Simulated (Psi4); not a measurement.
triplet methylene (CH2), triplet, at a GFN2-xTB geometry; Psi4 with WB97X-V/def2-SVP.

The Psi4 input:
```
memory 2 GB

molecule mol {
0 3
  C     0.003869    0.000665    0.101501
  H     0.000461    0.979088   -0.311393
  H    -0.023676   -0.983080   -0.297611
}

set basis def2-svp
set reference uks
set scf_type pk
set puream true
set d_convergence 1e-8
set dft_radial_points 99
set dft_spherical_points 590

energy('wb97x-v')
print_variables()
```

It wrote (shortened):

```
   => Loading Basis Set <=

    Name: DEF2-SVP
    Role: ORBITAL
    Keyword: BASIS

         ---------------------------------------------------------
                                   SCF
               by Justin Turney, Rob Parrish, Andy Simmonett
                          and Daniel G. A. Smith
                              UKS Reference
         ---------------------------------------------------------

  ==> Geometry <==

    Molecular point group: cs
    Full point group: Cs

    Geometry (in Angstrom), charge = 0, multiplicity = 3:

       Center              X                  Y                   Z               Mass
    ------------   -----------------  -----------------  -----------------  -----------------
         C           -0.058431419062     0.000382719874     0.000000000000    12.000000000000
         H            0.354293753235     0.978882882766     0.000000000000     1.007825032230
         H            0.341439143171    -0.983439862736     0.000000000000     1.007825032230

  Running in cs symmetry.

  Rotational constants: A =     59.17055  B =      8.68724  C =      7.57509 [cm^-1]
  Rotational constants: A = 1773888.61188  B = 260436.91498  C = 227095.45326 [MHz]
  Nuclear repulsion =    6.249172585309934

  Charge       = 0
  Multiplicity = 3
  Electrons    = 8
  Nalpha       = 5
  Nbeta        = 3

  ==> Algorithm <==

  SCF Algorithm Type is PK.
  DIIS enabled.
  MOM disabled.
  Fractional occupation disabled.
  Guess Type is SAD.
  Energy threshold   = 1.00e-06
  Density threshold  = 1.00e-08
  Integral threshold = 1.00e-12

  ==> Primary Basis <==

  Basis Set: DEF2-SVP
    Blend: DEF2-SVP
    Number of shells: 12
    Number of basis functions: 24
    Number of Cartesian functions: 25
    Spherical Harmonics?: true
    Max angular momentum: 2

  ==> DFT Potential <==

   => LibXC <=

    Version 7.1.2
    S. Lehtola, C. Steigemann, M. J. T. Oliveira, and M. A. L. Marques,  SoftwareX 7, 1–5 (2018) (10.1016/j.softx.2017.11.002)

   => Composite Functional: WB97X-V <=

    wB97X-V Hyb-GGA Exchange-Correlation Functional

    N. Mardirossian and M. Head-Gordon,  Phys. Chem. Chem. Phys. 16, 9904–9924 (2014) (10.1039/C3CP54374A)

    Deriv               =              1
    GGA                 =           TRUE
    Meta                =          FALSE

    Exchange Hybrid     =           TRUE
    MP2 Hybrid          =          FALSE

   => Exchange-Correlation Functionals <=

    1.0000   wB97X-V range-separated functional

   => Exact (HF) Exchange <=

    0.8330            HF,LR [omega = 0.3000]
    0.1670               HF

   => LibXC Density Thresholds  <==

    XC_HYB_GGA_XC_WB97X_V:  1.00E-14

   => VV10 Non-Local Parameters <=

    VV10 B              =     6.0000E+00
    VV10 C              =     1.0000E-02

   => Molecular Quadrature <=

    Radial Scheme          =       TREUTLER
    Pruning Scheme         =           NONE
    Nuclear Scheme         =       TREUTLER

    Blocking Scheme        =         OCTREE
    BS radius alpha        =              1
    Pruning alpha          =              1
    Radial Points          =             99
    Spherical Points       =            590
    Total Points           =         169063
    Total Blocks           =           1310
    Max Points             =            256
    Max Functions          =             24
    Weights Tolerance      =       1.00E-15

  ==> Integral Setup <==

  Using in-core PK algorithm.
   Calculation information:
      Number of atoms:                   3
      Number of AO shells:              12
      Number of primitives:             22
      Number of atomic orbitals:        25
      Number of basis functions:        24

      Integral cutoff                 1.00e-12
      Number of threads:                 1

  Performing in-core PK
  Using 135450 doubles for integral storage.
  We computed 3081 shell quartets total.
  Whereas there are 3081 unique shell quartets.

  Computing range-separated integrals for PK
  We computed 3081 wK shell quartets total.
  Whereas there are 3081 wK unique shell quartets.

  ==> DiskJK: Disk-Based J/K Matrices <==

    J tasked:                  Yes
    K tasked:                  Yes
    wK tasked:                 Yes
    Omega:               3.000E-01
    Schwarz Cutoff:          1E-12

  Minimum eigenvalue in the overlap matrix is 2.9165964517E-02.
  Reciprocal condition number of the overlap matrix is 7.8057266297E-03.
    Using symmetric orthogonalization.

  ==> Pre-Iterations <==

  SCF Guess: Superposition of Atomic Densities via on-the-fly atomic UHF (no occupation information).

   -------------------------
    Irrep   Nso     Nmo
   -------------------------
     A'        18      18
     A"         6       6
   -------------------------
    Total      24      24
   -------------------------

  ==> Iterations <==

                        Total Energy        Delta E     RMS |[F,P]|

   @UKS iter SAD:   -38.49949468243792   -3.84995e+01   0.00000e+00
   @UKS iter   1:   -39.08434254547179   -5.84848e-01   8.57898e-03 DIIS/ADIIS
   @UKS iter   2:   -39.09842584883923   -1.40833e-02   3.42693e-03 DIIS/ADIIS
   @UKS iter   3:   -39.10089826671896   -2.47242e-03   5.11410e-04 DIIS/ADIIS
   @UKS iter   4:   -39.10101127106854   -1.13004e-04   9.29887e-05 DIIS
   @UKS iter   5:   -39.10101586984440   -4.59878e-06   2.33123e-05 DIIS
   @UKS iter   6:   -39.10101619586698   -3.26023e-07   4.48041e-06 DIIS
   @UKS iter   7:   -39.10101620779164   -1.19247e-08   5.98976e-07 DIIS
   @UKS iter   8:   -39.10101620798349   -1.91847e-10   8.84271e-08 DIIS
   @UKS iter   9:   -39.10101620798903   -5.54223e-12   1.87939e-08 DIIS
   @UKS iter  10:   -39.10101620798936   -3.26850e-13   3.85643e-09 DIIS
  Energy and wave function converged.

  ==> Post-Iterations <==

   Electrons on quadrature grid:
      Nalpha   =    4.9999999957 ; deviation = -4.259e-09
      Nbeta    =    2.9999999952 ; deviation = -4.848e-09
      Ntotal   =    7.9999999909 ; deviation = -9.107e-09

   @Spin Contamination Metric:   4.714085996E-03
   @S^2 Expected:                2.000000000E+00
   @S^2 Observed:                2.004714086E+00
   @S   Expected:                1.000000000E+00
   @S   Observed:                1.000000000E+00

    Orbital Energies [Eh]
    ---------------------

    Alpha Occupied:

       1Ap   -10.315893     2Ap    -0.799458     3Ap    -0.567408
       4Ap    -0.380525     1App   -0.346013

    Alpha Virtual:

       5Ap     0.175936     6Ap     0.230230     7Ap     0.481085
       8Ap     0.564782     2App    0.586597     9Ap     0.621399
      10Ap     0.740475    11Ap     0.814925     3App    1.263527
      12Ap     1.502819    13Ap     1.541733     4App    1.546053
      14Ap     1.891259     5App    2.013378    15Ap     2.203079
      16Ap     2.265604     6App    2.402411    17Ap     2.918530
      18Ap     3.213988

    Beta Occupied:

       1Ap   -10.292160     2Ap    -0.718025     3Ap    -0.542627

    Beta Virtual:

       4Ap     0.014950     1App    0.043540     5Ap     0.191597
       6Ap     0.243279     7Ap     0.500133     8Ap     0.640122
       9Ap     0.642958     2App    0.665958    10Ap     0.773602
      11Ap     0.844468     3App    1.302040    12Ap     1.554643
      13Ap     1.556262     4App    1.610820    14Ap     1.976591
       5App    2.089175    15Ap     2.248793    16Ap     2.300724
       6App    2.463562    17Ap     2.951454    18Ap     3.248432

    Final Occupation by Irrep:
             Ap   App
    DOCC [     3,    0 ]
    SOCC [     1,    1 ]
    NA   [     4,    1 ]
    NB   [     3,    0 ]

  @UKS Final Energy:   -39.10101620798936

   => Energetics <=

    Nuclear Repulsion Energy =              6.2491725853099336
    One-Electron Energy =                 -64.0530144095973384
    Two-Electron Energy =                  22.7604817278476297
    DFT Exchange-Correlation Energy =      -4.0915990849451216
    Empirical Dispersion Energy =           0.0000000000000000
    VV10 Nonlocal Energy =                  0.0339429733955389
    Total Energy =                        -39.1010162079893533

  UHF NO Occupations:
  HONO-2 :    3 Ap 1.9982896
  HONO-1 :    1App 1.0000000
  HONO-0 :    4 Ap 1.0000000
  LUNO+0 :    5 Ap 0.0017104
  LUNO+1 :    6 Ap 0.0006479
  LUNO+2 :    7 Ap 0.0000004
  LUNO+3 :    8 Ap 0.0000000

Computation Completed

Properties will be evaluated at   0.000000,   0.000000,   0.000000 [a0]

Properties computed using the SCF density matrix

 Multipole Moments:

 ------------------------------------------------------------------------------------
     Multipole            Electronic (a.u.)      Nuclear  (a.u.)        Total (a.u.)
 ------------------------------------------------------------------------------------

 L = 1.  Multiply by 2.5417464519 to convert [e a0] to [Debye]
 Dipole X            :         -0.3973436            0.6522284            0.2548847
 Dipole Y            :          0.0026024           -0.0042720           -0.0016696
 Dipole Z            :          0.0000000            0.0000000            0.0000000
 Magnitude           :                                                    0.2548902

 ------------------------------------------------------------------------------------

  Variable Map:
  ----------------------------------------------------------------------------
  "CURRENT ENERGY"              =>     -39.101016207989
  "CURRENT REFERENCE ENERGY"    =>     -39.101016207989
  "DD SOLVATION ENERGY"         =>       0.000000000000
  "DFT FUNCTIONAL TOTAL ENERGY" =>     -39.101016207989
  "DFT TOTAL ENERGY"            =>     -39.101016207989
  "DFT VV10 ENERGY"             =>       0.033942973396
  "DFT XC ENERGY"               =>      -4.091599084945
  "GRID ELECTRONS ALPHA"        =>       4.999999995741
  "GRID ELECTRONS BETA"         =>       2.999999995152
  "GRID ELECTRONS TOTAL"        =>       7.999999990893
  "NUCLEAR REPULSION ENERGY"    =>       6.249172585310
  "ONE-ELECTRON ENERGY"         =>     -64.053014409597
  "PCM POLARIZATION ENERGY"     =>       0.000000000000
  "PE ENERGY"                   =>       0.000000000000
  "SCF ITERATION ENERGY"        =>     -39.101016207989
  "SCF ITERATIONS"              =>      10.000000000000
  "SCF TOTAL ENERGY"            =>     -39.101016207989
  "TWO-ELECTRON ENERGY"         =>      22.760481727848
  "XC GRID RADIAL POINTS"       =>      99.000000000000
  "XC GRID SPHERICAL POINTS"    =>     590.000000000000
  "XC GRID TOTAL POINTS"        =>  169063.000000000000

  Array Variable Map:
  ----------------------------------------------------------------------------
  "CURRENT DIPOLE"              =>       0.254884707682 ... 0.000000000000 1 by 3
  "SCF DIPOLE"                  =>       0.254884707682 ... 0.000000000000 1 by 3
  "SCF TOTAL ENERGIES"          =>     -38.499494682438 ... -39.101016207989 1 by 11
```
